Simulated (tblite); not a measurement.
A tight-binding relaxation on `CCC/C=C\N(C)/C=C\F`.

Computed with GFN2-xTB geometry optimisation, gas phase (tblite 0.8.0). Start geometry: from a force field or distance geometry. The input is one job of a driver script: a line of settings, then coordinates in Å.

Command:
```bash
OMP_NUM_THREADS=1 python probes_run.py task.json out
```

Input:
```
{"job": {"kind": "relax", "xc": "GFN2-xTB", "basis": "xTB"}, "charge": 0, "multiplicity": 1}
C      3.503400    -0.574100    -0.583300
C      2.397700    -0.687000     0.459200
C      1.513300     0.541600     0.487600
C      0.426400     0.436400     1.513400
C     -0.899900     0.300500     1.371400
N     -1.730300     0.145000     0.249900
C     -1.208900    -0.432800    -1.000300
C     -3.059200     0.545300     0.321100
C     -4.012800     0.569200    -0.617600
F     -3.821400     0.196900    -1.890900
H      3.062100    -0.470500    -1.585700
H      4.124700    -1.466800    -0.572800
H      4.125600     0.300100    -0.379800
H      2.871200    -0.831500     1.450200
H      1.805100    -1.581700     0.267900
H      2.105800     1.430400     0.737000
H      1.093700     0.737200    -0.507700
H      0.785900     0.518100     2.546500
H     -1.484600     0.335300     2.290700
H     -1.935600    -1.111800    -1.445200
H     -0.325200    -1.045500    -0.820300
H     -0.966400     0.357000    -1.712400
H     -3.342500     0.906600     1.317900
H     -5.039900     0.902200    -0.471900
```

Task: What does the run print?

Result: 
```
step      E/eV     max force
  0    -867.39582    0.857
  1    -867.44042    0.384
  2    -867.45762    0.341
  3    -867.47968    0.311
  4    -867.48907    0.286
  5    -867.49531    0.232
  6    -867.49778    0.150
  7    -867.49935    0.083
  8    -867.50035    0.056
  9    -867.50081    0.055
... (35 lines left out)
 45    -867.50741    0.014
 46    -867.50745    0.012
 47    -867.50748    0.013
 48    -867.50752    0.013
 49    -867.50756    0.014
 50    -867.50759    0.013
 51    -867.50762    0.012
 52    -867.50765    0.012
 53    -867.50767    0.013
 54    -867.50770    0.010
```

«max force» is the largest atomic force in eV/Å.

Task: From which step on does the largest force stay under 0.1 eV/Å, and how much energy is left to gain from there?

Result: From step 7 (0.083 eV/Å), 8.3 meV above the end.

Summary of the converged run: energy lowered by 2.6 kcal/mol over 54 steps; largest atomic force 0.010 eV/Å at the end.

Task: Give the final coordinates.

Result: 0.062 Å rms from the input after alignment:
```
atom  x, y, z in Å
C1     3.4829   -0.5736   -0.5903
C2     2.3652   -0.6974    0.4372
C3     1.4777    0.5537    0.4627
C4     0.4061    0.4614    1.5055
C5    -0.9157    0.3277    1.3877
N6    -1.7024    0.1630    0.2597
C7    -1.1908   -0.4326   -0.9522
C8    -3.0247    0.5146    0.3304
C9    -3.9457    0.5667   -0.6321
F10   -3.7286    0.2873   -1.9444
H11    3.0720   -0.4574   -1.5910
H12    4.1138   -1.4595   -0.5788
H13    4.1045    0.2925   -0.3740
H14    2.7959   -0.8493    1.4294
H15    1.7553   -1.5757    0.2095
H16    2.1110    1.4116    0.7107
H17    1.0631    0.7334   -0.5276
H18    0.7803    0.5258    2.5186
H19   -1.5042    0.3679    2.2980
H20   -1.9385   -1.1114   -1.3635
H21   -0.2991   -1.0082   -0.7203
H22   -0.9588    0.3181   -1.7125
H23   -3.3633    0.8078    1.3146
H24   -4.9678    0.8534   -0.4528
```

The run took 0.37 s of wall time on Arm Neoverse V2, one thread, shared host with 96 logical CPUs at a one-minute load of 46.
Labels such as C1 count atoms from 1, the log's own numbers from 0.
